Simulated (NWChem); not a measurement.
System: ammonia (NH$_{3}$); SMILES N

Here is an NWChem input.

```
start job
memory heap 200 mb stack 700 mb global 900 mb
geometry units angstroms noautosym nocenter noautoz
  N      0.000000     0.000000     0.138842
  H      0.661761     0.661761    -0.266394
  H      0.242221    -0.903982    -0.266394
  H     -0.903982     0.242221    -0.266394
end
basis spherical
  * library 6-311g**
end
dft
  xc b3lyp
  iterations 150
end
property
  shielding 2 1 2
end
task dft property
```

Structure relaxed at the PBE0/def2-SVP level. Not confirmed as a minimum by frequencies.

GIAO values for the isolated, static molecule; σ is the absolute isotropic shielding.

Atoms are numbered as in the input.

Question: Give the results of this calculation. (B3LYP/6-311G** (spherical d), GIAO.) Quantities: σ N1 (ppm); σ H2 (ppm).

Answer: 
```
Item        Value
----------  -----
σ N1 (ppm)  270.2
σ H2 (ppm)  32.37
```
